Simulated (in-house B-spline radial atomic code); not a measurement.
How numerical settings move a run on W III (W2+), [Xe] 4f14 5d4. Computed with a B-spline radial code for spherical atoms: Dirac-Hartree-Fock, average of configuration, Fermi nucleus of rms radius 5.3658 fm.

Command:
```bash
python run_scf.py task.json out
```
Settings of the sound reference run:
```
Z                74
electrons        72
configuration    [Xe] 4f14 5d4
hamiltonian      dirac
method           hf
spin_polarised   False
nucleus          fermi
rms_radius       5.3658
mass_number      184
atomic_mass      183.9509
speed_of_light   137.036
knot_spacing     0.22
spline_order     8
gauss_points     12
box_radius       22.22
max_iterations   70
damping          0.5
damped_steps     3
diis_vectors     10
tolerance        1e-08
start            Thomas-Fermi
```

Time taken, with all properties: 1.4 s on 1 thread of Arm Neoverse V2, on a shared host.

It converges in 10 iterations to -16155.362885 hartree, with 5d5/2 at -24.4692 eV. The other runs change the listed settings, some to values that make no sense; their results aren't properties of the atom or ion. Radii are in bohr (the nuclear one in fm), a minus after a letter asks for a j subshell, and «unchanged» means within 1e-8 hartree. The run stops when the residual is below 10 × tolerance × max(1, Z/10), or a noise floor if that is larger, and the energy moves by less than 1e-8 × √|E| hartree; so very loose and very tight tolerances often act alike.

```tsv
changed settings	outcome
spline_order = 5, gauss_points = 3, max_iterations = 60	converged in 10 iterations, energy -4.72e-03 hartree from the reference, 5d5/2 level +5.7e-05 eV
damping = 0.8	converged in 10 iterations, energy unchanged, 5d5/2 level -2.9e-06 eV
knot_spacing = 0.55	converged in 10 iterations, energy +2.39e+00 hartree from the reference, 5d5/2 level -5.4e-02 eV
damping = 0.95	converged in 11 iterations, energy unchanged, 5d5/2 level +6.0e-06 eV
knot_spacing = 1.4	converged in 9 iterations, energy +1.73e+03 hartree from the reference, 5d5/2 level -1.8e+01 eV (the program warns: 5d5/2 reaches the box edge; 1s1/2 reaches the box edge)
damping = 0	converged in 11 iterations, energy unchanged, 5d5/2 level +7.0e-06 eV
knot_spacing = 0.1	converged in 10 iterations, energy -2.12e-07 hartree from the reference
knot_spacing = 0.3	converged in 10 iterations, energy +8.30e-05 hartree from the reference
knot_spacing = 0.75	converged in 10 iterations, energy +7.53e+01 hartree from the reference, 5d5/2 level -1.5e+00 eV (the program warns: 3s1/2 reaches the box edge; 3p1/2 reaches the box edge)
knot_spacing = 2	converged in 9 iterations, energy +3.03e+03 hartree from the reference, 5d5/2 level -4.4e+01 eV (the program warns: 1s1/2 reaches the box edge; 2s1/2 reaches the box edge)
knot_spacing = 0.15	converged in 10 iterations, energy -2.45e-07 hartree from the reference
spline_order = 5	converged in 10 iterations, energy +4.29e-04 hartree from the reference, 5d5/2 level -1.1e-05 eV
first_knot = 0.0135, max_iterations = 50, damping = 0, tolerance = 0.01	converged in 8 iterations, energy +7.12e+00 hartree from the reference, 5d5/2 level -1.3e-02 eV
damping = 0.2	converged in 10 iterations, energy unchanged, 5d5/2 level +1.5e-05 eV
spline_order = 7, first_knot = 0.0135, max_iterations = 100, start = bare nucleus	converged in 12 iterations, energy +1.17e+01 hartree from the reference, 5d5/2 level -2.6e-02 eV
spin_polarised = True	stopped with error: spin polarisation is not served with the Dirac Hamiltonian
spline_order = 6	converged in 10 iterations, energy +2.26e-05 hartree from the reference, 5d5/2 level -6.0e-07 eV
knot_spacing = 0.4	converged in 10 iterations, energy +1.66e-02 hartree from the reference, 5d5/2 level -2.5e-04 eV
```

(1) What happens with box_radius = 2.22, first_knot = 0.0135, max_iterations = 100, damping = 0.95, damped_steps = 8?

(2) What happens with spline_order = 3?

(3) What happens with spline_order = 10?

(4) What happens with electrons = 79, configuration = [Xe] 4f14 5d11, max_iterations = 100?

## Answers

(1) Converged in 15 iterations, energy +1.16e+01 hartree from the reference, 5d5/2 level +3.2e+01 eV (the program warns: 5d5/2 has a positive eigenvalue: unbound, held by the box; 5d3/2 has a positive eigenvalue: unbound, held by the box).

(2) Converged in 10 iterations, energy +5.87e-01 hartree from the reference, 5d5/2 level -9.6e-03 eV.

(3) Converged in 10 iterations, energy +5.30e-08 hartree from the reference.

(4) Stopped with error: shell 5d holds at most 10 electrons.
